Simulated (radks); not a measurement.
The platinum anion Pt- inside a hard spherical wall (all orbitals vanish at R), configuration held at [Xe] 4f14 5d9 6s2 and not refilled when levels cross. All-electron calculation, scalar-relativistic Kohn-Sham, LDA (Slater exchange, Perdew-Wang correlation), spin-polarised, spherical densities, finite nucleus; open shells are filled with parallel spins first (spin-orbit coupling, left out, can overturn this in heavy ions); Fermi nuclear charge, rms radius 5.427 fm. Program: a radial shooting solver on a logarithmic mesh with Libxc functionals. Eigenvalues in eV for spin up, with the zero of energy where the potential of the charges vanishes at infinity; a dash marks a level that is unbound or too diffuse for the functional's potential to be trusted. A positive occupied level is held by the wall or, in an anion where self-interaction has pushed it up, behind a barrier. The pressure on the wall is -dE/dV.

R (bohr),E (hartree),kinetic (hartree),e(4f),e(5p),e(6s),e(5d),"e(7s, empty)","e(6p, empty)",pressure (GPa)
20,-18399.5218,20504.490,-63.837,-49.723,0.111,0.183,2.386,2.499,< 0.0001
15,-18399.5217,20504.490,-63.825,-49.711,0.121,0.195,3.222,3.121,0.000414
12,-18399.5213,20504.494,-63.776,-49.661,0.165,0.244,4.286,3.619,0.00540
4,-18398.8697,20507.362,-53.900,-40.383,10.198,8.777,51.809,20.053,125
3.5,-18398.2236,20509.904,-48.349,-35.526,16.938,13.476,75.979,29.464,358
3,-18396.7346,20515.538,-38.870,-27.578,30.242,21.749,118.77,47.369,1180
2.5,-18392.8512,20529.874,-21.510,-13.471,59.764,37.901,201.77,85.111,4710
2,-18380.7526,20572.837,13.681,16.527,135.71,74.902,384.35,175.56,25000
1.5,-18332.4479,20731.202,95.888,103.74,369.46,183.01,868.15,435.30,200000
